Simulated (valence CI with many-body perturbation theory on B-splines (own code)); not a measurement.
As XXVIII: electric-dipole lines

Method: relativistic CI+MBPT: four valence electrons over a frozen Dirac-Fock core [He], a basis of 11 s, 11 p, 9 d, 7 f, 5 g, 2 h, 1 i functions for each j, with the one-electron correlation potential Σ1, the two-electron term Σ2, the three-electron term Σ3, Breit, model QED; selected CI, second order for the rest (own B-spline code, finite nucleus).

No measured spectrum was set against this ion. As an estimate, large intervals hold to a few tenths of a per cent, small ones and those within an open d or f shell to about a per cent. Among the levels kept, up to 260 cm⁻¹ of a level comes from second order outside the variational space, and about a tenth of that is noise between levels of different J, which matters for small intervals.

Lines 101 to 150 of 254 in falling wavelength, among levels below 1871.9 eV, chosen from the strongest by gf and those to the six lowest levels. Wavelengths and rates use the calculated energies. Electric multipoles are in the length gauge, E1 and E2 with the static RPA response of the core. Weak lines are less certain than strong ones. Lines between different terms over intervals too small for the method are left out, as are lines whose strength nearly cancels. Where a level lies close to another of its J and parity, the split of strength between their lines is uncertain. The highest levels of a list are the least certain.

Levels are named by their leading jj configuration (3d3/2^4 stands for four electrons in 3d with j = 3/2), which in mixed levels can hold well under half, so a name can repeat and another be missing. Letters in brackets count levels of one name in rising energy.

| λ vac (Å) | Upper | Lower | A (s⁻¹) | log gf | Branch % |
| --- | --- | --- | --- | --- | --- |
| 7.649 | (2s^2 2p1/2 3s) J=1 | (2s^2 2p1/2 2p3/2) J=1 | 1.01e+12 | -1.57 | 13.7 |
| 7.597 | (2s^2 2p3/2 3p3/2) J=2 | (2s 2p1/2^2 2p3/2) J=2 | 1.45e+11 | -2.20 | 17.6 |
| 7.566 | (2s 2p1/2 2p3/2 3s) J=2 [a] | (2s 2p1/2^2 2p3/2) J=2 | 3.81e+12 | -0.79 | 85.7 |
| 7.559 | (2s 2p1/2 2p3/2 3d5/2) J=0 | (2s 2p1/2 2p3/2^2) J=1 [b] | 1.67e+13 | -0.85 | 45.8 |
| 7.556 | (2s 2p3/2^2 3s) J=2 [b] | (2s 2p1/2 2p3/2^2) J=1 [b] | 4.85e+12 | -0.68 | 22.3 |
| 7.551 | (2s 2p3/2^2 3s) J=3 | (2s 2p1/2 2p3/2^2) J=3 | 5.15e+12 | -0.51 | 51.6 |
| 7.550 | (2s 2p1/2 2p3/2 3d5/2) J=2 | (2s 2p1/2 2p3/2^2) J=1 [a] | 6.62e+12 | -0.55 | 24.4 |
| 7.547 | (2s 2p3/2^2 3s) J=1 [b] | (2s 2p1/2 2p3/2^2) J=1 [b] | 4.51e+12 | -0.94 | 19.7 |
| 7.529 | (2s^2 2p1/2 3d3/2) J=2 | (2s^2 2p3/2^2) J=2 | 6.67e+11 | -1.55 | 8.6 |
| 7.525 | (2s 2p1/2 2p3/2 3s) J=2 [c] | (2s 2p1/2^2 2p3/2) J=1 | 3.25e+12 | -0.86 | 41.1 |
| 7.506 | (2s^2 2p3/2 3s) J=2 | (2s^2 2p1/2 2p3/2) J=2 | 2.76e+12 | -0.93 | 40.1 |
| 7.504 | (2s 2p1/2 2p3/2 3s) J=3 | (2s 2p1/2^2 2p3/2) J=2 | 4.94e+12 | -0.53 | 84.1 |
| 7.503 | (2s 2p1/2 2p3/2 3d5/2) J=1 [a] | (2s 2p1/2 2p3/2^2) J=0 | 1.81e+13 | -0.34 | 56.5 |
| 7.502 | (2s^2 2p1/2 3s) J=1 | (2s^2 2p1/2^2) J=0 | 2.08e+12 | -1.28 | 28.2 |
| 7.498 | (2s 2p3/2^2 3s) J=3 | (2s 2p1/2 2p3/2^2) J=2 [a] | 3.55e+12 | -0.68 | 35.7 |
| 7.493 | (2s 2p3/2^2 3s) J=2 [b] | (2s 2p1/2 2p3/2^2) J=2 [b] | 1.11e+13 | -0.33 | 50.9 |
| 7.489 | (2s^2 2p3/2 3s) J=1 | (2s^2 2p1/2 2p3/2) J=2 | 9.59e+11 | -1.62 | 10.1 |
| 7.486 | (2s^2 2p1/2 3d5/2) J=2 | (2s^2 2p3/2^2) J=2 | 8.50e+11 | -1.45 | 1.9 |
| 7.486 | (2s^2 2p1/2 3d5/2) J=3 | (2s^2 2p3/2^2) J=2 | 1.61e+11 | -2.02 | 0.5 |
| 7.486 | (2s 2p1/2 2p3/2 3d5/2) J=3 [c] | (2s 2p1/2 2p3/2^2) J=2 [b] | 4.47e+12 | -0.58 | 10.0 |
| 7.484 | (2s 2p3/2^2 3s) J=1 [b] | (2s 2p1/2 2p3/2^2) J=2 [b] | 4.78e+12 | -0.92 | 20.8 |
| 7.474 | (2s 2p3/2^2 3s) J=1 [a] | (2s 2p1/2 2p3/2^2) J=1 [a] | 5.97e+12 | -0.82 | 51.2 |
| 7.467 | (2s 2p1/2 2p3/2 3d5/2) J=0 | (2s 2p1/2 2p3/2^2) J=1 [a] | 1.79e+13 | -0.83 | 49.1 |
| 7.466 | (2s^2 2p3/2 3s) J=2 | (2s^2 2p1/2 2p3/2) J=1 | 2.00e+12 | -1.08 | 29.0 |
| 7.458 | (2s 2p3/2^2 3s) J=2 [c] | (2s 2p1/2 2p3/2^2) J=1 [a] | 4.44e+12 | -0.73 | 26.0 |
| 7.451 | (2s 2p1/2 2p3/2 3d5/2) J=1 [b] | (2s 2p1/2 2p3/2^2) J=1 [a] | 9.56e+12 | -0.62 | 34.9 |
| 7.449 | (2s^2 2p3/2 3s) J=1 | (2s^2 2p1/2 2p3/2) J=1 | 4.16e+11 | -1.98 | 4.4 |
| 7.448 | (2s 2p1/2^2 3d5/2) J=2 | (2s 2p1/2^2 2p3/2) J=1 | 2.90e+13 | 0.08 | 94.3 |
| 7.433 | (2s 2p1/2 2p3/2 3d5/2) J=1 [b] | (2s 2p1/2 2p3/2^2) J=0 | 4.41e+12 | -0.96 | 16.1 |
| 7.410 | (2s 2p1/2 2p3/2 3d5/2) J=3 [b] | (2s 2p1/2 2p3/2^2) J=3 | 6.09e+12 | -0.45 | 15.0 |
| 7.408 | (2s 2p1/2 2p3/2 3d3/2) J=2 [b] | (2s 2p1/2 2p3/2^2) J=3 | 2.93e+12 | -0.92 | 4.7 |
| 7.400 | (2s^2 2p3/2 3d3/2) J=1 | (2s^2 2p3/2^2) J=0 | 8.00e+11 | -1.71 | 1.6 |
| 7.395 | (2s 2p1/2 2p3/2 3d5/2) J=2 | (2s 2p1/2 2p3/2^2) J=2 [a] | 1.70e+13 | -0.16 | 62.7 |
| 7.391 | (2s 2p1/2^2 3p3/2) J=1 | (2s^2 2p3/2^2) J=0 | 5.13e+11 | -1.90 | 3.1 |
| 7.379 | (2s 2p1/2 2p3/2 3d5/2) J=3 [a] | (2s 2p1/2 2p3/2^2) J=2 [a] | 1.74e+13 | 0.00 | 47.5 |
| 7.367 | (2s 2p1/2 2p3/2 3p1/2) J=1 [a] | (2s^2 2p3/2^2) J=0 | 4.02e+11 | -2.01 | 6.4 |
| 7.359 | (2s 2p1/2 2p3/2 3d5/2) J=3 [b] | (2s 2p1/2 2p3/2^2) J=2 [a] | 1.46e+13 | -0.08 | 36.1 |
| 7.358 | (2s 2p1/2 2p3/2 3d5/2) J=4 [b] | (2s 2p1/2 2p3/2^2) J=3 | 4.18e+13 | 0.48 | 99.9 |
| 7.357 | (2s 2p3/2^2 3s) J=2 [c] | (2s 2p1/2 2p3/2^2) J=3 | 4.44e+12 | -0.74 | 26.0 |
| 7.356 | (2s^2 2p1/2 3d3/2) J=2 | (2s^2 2p1/2 2p3/2) J=2 | 6.46e+12 | -0.58 | 83.0 |
| 7.356 | (2s 2p1/2 2p3/2 3d5/2) J=3 [c] | (2s 2p1/2 2p3/2^2) J=3 | 1.58e+13 | -0.05 | 35.1 |
| 7.351 | (2s^2 2p3/2 3d5/2) J=1 | (2s^2 2p3/2^2) J=0 | 5.32e+13 | 0.11 | 91.5 |
| 7.345 | (2s 2p1/2^2 3d3/2) J=1 | (2s 2p1/2^2 2p3/2) J=2 | 6.06e+11 | -1.83 | 29.0 |
| 7.339 | (2s 2p1/2 2p3/2 3d5/2) J=1 [a] | (2s 2p1/2^2 2p3/2) J=1 | 5.34e+12 | -0.89 | 16.7 |
| 7.337 | (2s 2p1/2^2 3d3/2) J=2 | (2s 2p1/2^2 2p3/2) J=2 | 5.75e+12 | -0.63 | 79.1 |
| 7.334 | (2s^2 2p3/2 3d3/2) J=2 | (2s^2 2p3/2^2) J=2 | 3.41e+12 | -0.86 | 9.9 |
| 7.318 | (2s^2 2p3/2 3d3/2) J=3 | (2s^2 2p3/2^2) J=2 | 5.42e+12 | -0.52 | 10.3 |
| 7.317 | (2s 2p1/2^2 3p3/2) J=2 | (2s^2 2p3/2^2) J=2 | 1.62e+12 | -1.19 | 25.1 |
| 7.317 | (2s^2 2p1/2 3d3/2) J=2 | (2s^2 2p1/2 2p3/2) J=1 | 6.50e+11 | -1.58 | 8.4 |
| 7.315 | (2s^2 2p1/2 3d5/2) J=2 | (2s^2 2p1/2 2p3/2) J=2 | 5.13e+12 | -0.69 | 11.3 |
